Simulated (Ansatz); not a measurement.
The cluster Sn₂H. Charge 0, multiplicity 2. Geometry r2SCAN-D4/def2-TZVP, basis def2-TZVP, Ansatz.

```xyz
3

Sn   -0.110    0.030    0.266
Sn    0.863   -0.232   -2.114
H    -0.754    0.202    1.848
```

```
run  HOMO (eV)  LUMO (eV)
  A      -5.10      -3.49
  B      -4.33      -4.14
  C      -4.59      -4.04
  D      -4.39      -4.27
```

In the def2 sets Sn takes a core potential; there is no spin–orbit coupling. HOMO above LUMO, or a gap near zero within one spin, warns that the state may not be the lowest or that an electron is smeared out. Another isomer (doublet) lies 0.58 eV lower at PBE0-D4/def2-TZVP; other spin states weren't run for this one.

HOMO and LUMO are taken over both spins.

Problem. The runs used PBE, PBE0, r2SCAN, revPBE. Estimate which is which.

Solution. A PBE0 (25 % exact exchange); B revPBE (0 % exact exchange); C r2SCAN (0 % exact exchange); D PBE (0 % exact exchange). Exact exchange lowers occupied and raises empty levels; among semilocal functionals meta-GGAs tend to open the gap a little, and such runs are hard to tell apart. The gap grows from 0.12 eV (PBE) to 1.61 eV (PBE0). At PBE-D4/def2-TZVP the gap within one spin of the charge 0 doublet nearly closes, so an electron or hole may be smeared out by delocalisation error.
